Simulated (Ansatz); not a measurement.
```yaml
crystal:
  periodic: [false, false, false]
  atoms:
    - {symbol: C, position_ang: [1.092327, 0.985985, 0.751075]}
    - {symbol: C, position_ang: [0.396897, 0.009641, 0.193848]}
    - {symbol: S, position_ang: [0.812624, -1.675899, -0.306352]}
    - {symbol: Si, position_ang: [-1.054324, -0.754953, -0.537338]}
    - {symbol: Cl, position_ang: [-1.709475, -0.211426, -2.383215]}
    - {symbol: H, position_ang: [0.618410, 1.939355, 0.955347]}
    - {symbol: H, position_ang: [2.138448, 0.876611, 1.016783]}
    - {symbol: H, position_ang: [-2.202807, -1.226316, 0.254051]}
basis:
  gaussian: {orbitals: def2-mTZVPP, point_charges: [{charge: 1.00, position_ang: [6.228, -0.825, 0.553]}]}
hamiltonian: {xc: {name: r2SCAN50}, dispersion: d3bj}
scf: {lower_state_search: light}
output: {forces: true}
```

```sh
$ ansatz run in.yaml --threads 2 --pin off --events-out ev --progress --plain --max-ram 4352MiB
```

Output, abridged:

```
Warning: the engine holds no damping parameters fitted to this dispersion correction and functional, so the run takes those fitted to r2scan50 beside the three-body term, which d3bj leaves out (hamiltonian.dispersion, under Limitations)
Functional definition: r2SCAN50
1227 factors; integrals over basis functions are off by at most 1.2e-3 eV
mean field evaluation 1: about -33351.7983 eV, gradient 4.0e1 eV
mean field evaluation 2: about -33351.4851 eV, gradient 4.0e1 eV
mean field evaluation 4: about -33355.7795 eV, gradient 2.0e0 eV
mean field evaluation 8: about -33355.7877 eV, gradient 1.2e-1 eV
mean field evaluation 16: about -33355.7878 eV, gradient 6.6e-5 eV
mean field -33355.78781211 eV, -1225.8025927300 hartree, gradient 6.6e-5 eV, S^2 0.000000; 0 other end points of the search recorded, 0 dependent functions left out
reference -33355.78781830 eV, -1225.8025929575 hartree; 31, 31 occupied and 103, 103 virtual orbitals, 1227 factors
Total energy: -33355.88288281 eV, -1225.8060865136 hartree
Atom 0 at     1.092327     0.985985     0.751075 Å, force    -0.269878    -0.242525    -0.200172 eV/Å
Atom 1 at     0.396897     0.009641     0.193848 Å, force     0.331055     0.455369     0.241385 eV/Å
Atom 2 at     0.812624    -1.675899    -0.306352 Å, force     0.158933    -0.026987     0.032048 eV/Å
Atom 3 at    -1.054324    -0.754953    -0.537338 Å, force    -0.495719     0.068214    -0.083605 eV/Å
Atom 4 at    -1.709475    -0.211426    -2.383215 Å, force     0.162185    -0.062541     0.247860 eV/Å
Atom 5 at     0.618410     1.939355     0.955347 Å, force     0.154395    -0.276027    -0.049521 eV/Å
Atom 6 at     2.138448     0.876611     1.016783 Å, force    -0.303746     0.023755    -0.043473 eV/Å
Atom 7 at    -2.202807    -1.226316     0.254051 Å, force     0.294941     0.080488    -0.123887 eV/Å
Dipole moment:    -0.440320     0.141238     0.109523 e Å
```

It took 6 s on 2 threads of an Arm Neoverse V1 on a shared host, with 0.32 GiB of host memory at the peak.
